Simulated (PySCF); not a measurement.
CH₄O, charge +1, doublet, geometry from GFN2-xTB (a state made from the parent by changing its charge; the spin is typed, not shown lowest). Base run: PBE/6-31G** run with PySCF.

The PySCF input:
```python
from pyscf import gto, scf, dft

mol = gto.M(
    atom='''
C    -0.082037    0.604932    0.114824
O     0.060677   -0.683665   -0.174940
H    -1.181986    0.862145    0.113912
H     0.624829   -1.229700    0.412463
H     0.439107    0.991989    0.997121
H     0.124851    1.215294   -0.812918
''',
    basis='6-31g**',
    charge=1,
    spin=1,
    verbose=4,
)

mf = dft.UKS(mol)
mf.xc = 'pbe'
mf.kernel()
```

Each row names what was changed in the base input (with any setting that the change needs).

```tsv
change	E (Eh)	HOMO (eV)	<S^2>
base	-115.20167	-15.76	0.752
functional = pw91,pw91	-115.29372	-15.83	0.752
functional = hf	-114.68518	-21.43	0.767
functional = tpssh	-115.34233	-16.73	0.754
functional = m062x	-115.27124	-18.94	0.755
functional = revpbe	-115.30725	-15.76	0.752
functional = pbe; dispersion = d4	-115.20271	-15.76	0.752
functional = m06l	-115.32038	-16.18	0.754
functional = pbe0; dispersion = d3zero	-115.20569	-17.55	0.755
functional = pbe0	-115.20513	-17.55	0.755
functional = tpss	-115.35615	-16.03	0.753
functional = pbe; dispersion = d3bj	-115.20356	-15.76	0.752
functional = camb3lyp	-115.28153	-19.01	0.755
```

Total energies compare only within one method and basis.

Open shells are given as the SCF converged; they aren't shown to be the lowest states, and a large step between rows can be another state.
